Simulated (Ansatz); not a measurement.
Ansatz (a quantum-chemistry and plane-wave program) input (SVWN5/def2-TZVPD):

Ansatz 0.2 input:
```yaml
crystal:
  periodic: [false, false, false]
  atoms:
    - {symbol: O, position_ang: [-1.99872708, -0.89920767, -0.21622045]}
    - {symbol: B, position_ang: [-0.88757342, -0.09985313, -0.24921942]}
    - {symbol: O, position_ang: [-0.96309533, 1.14477138, -0.80927025]}
    - {symbol: O, position_ang: [0.30210905, -0.53409325, 0.27211591]}
    - {symbol: Si, position_ang: [1.79177708, 0.17984025, 0.41991496]}
    - {symbol: H, position_ang: [-1.83156692, -1.75132939, 0.19781885]}
    - {symbol: H, position_ang: [-1.84048861, 1.35392248, -1.14422070]}
    - {symbol: H, position_ang: [1.67354696, 1.46821758, 1.15584727]}
    - {symbol: H, position_ang: [2.62920346, -0.78107212, 1.18484075]}
basis:
  gaussian:
    orbitals: def2-TZVPD
hamiltonian:
  xc: {name: SVWN5}
magnetization: {spin_polarized: true, initial_magnetization: 1}
output: {forces: true}
```

End of the output:

```
integrals: 0.16 GiB planned
1196 factors; their error is unknown
0.17 GiB of the device are held for the grids
1.28 GiB of device memory are held for the factors and their scratch space
mean field: 1.31 GiB planned
mean field evaluation 1: about -14670.2718 eV, gradient 6.7e1 eV
mean field evaluation 2: about -14597.7052 eV, gradient 1.5e2 eV
mean field evaluation 4: about -14683.4115 eV, gradient 1.9e1 eV
mean field evaluation 8: about -14684.5251 eV, gradient 2.1e-1 eV
mean field evaluation 16: about -14684.5107 eV, gradient 2.2e-4 eV
mean field -14684.51074232 eV, -539.6458162615 hartree, gradient 2.2e-5 eV, S^2 0.751050; 0 other end points of the search recorded, 0 dependent functions left out
the calculation of the forces begins
reference -14684.51079800 eV, -539.6458183077 hartree; 24, 23 occupied and 212, 213 virtual orbitals, 1196 factors
Total energy: -14684.51079800 eV, -539.6458183077 hartree
Atom 0 at    -1.998727    -0.899208    -0.216220 Å, force     0.158905     0.677030    -0.247481 eV/Å
Atom 1 at    -0.887573    -0.099853    -0.249219 Å, force    -0.046377     0.072841    -0.038059 eV/Å
Atom 2 at    -0.963095     1.144771    -0.809270 Å, force     0.567247    -0.411032     0.340058 eV/Å
Atom 3 at     0.302109    -0.534093     0.272116 Å, force    -0.060931     0.080275    -0.041251 eV/Å
Atom 4 at     1.791777     0.179840     0.419915 Å, force    -0.285763    -0.085402    -0.270658 eV/Å
Atom 5 at    -1.831567    -1.751329     0.197819 Å, force     0.110911    -0.484992     0.238822 eV/Å
Atom 6 at    -1.840489     1.353922    -1.144221 Å, force    -0.506154     0.104565    -0.188368 eV/Å
Atom 7 at     1.673547     1.468218     1.155847 Å, force    -0.045574     0.215812     0.103821 eV/Å
Atom 8 at     2.629203    -0.781072     1.184841 Å, force     0.107736    -0.169098     0.103116 eV/Å
Dipole moment:    -0.152109    -0.125028     0.036146 e Å
```

It need not be the lowest isomer of its formula.
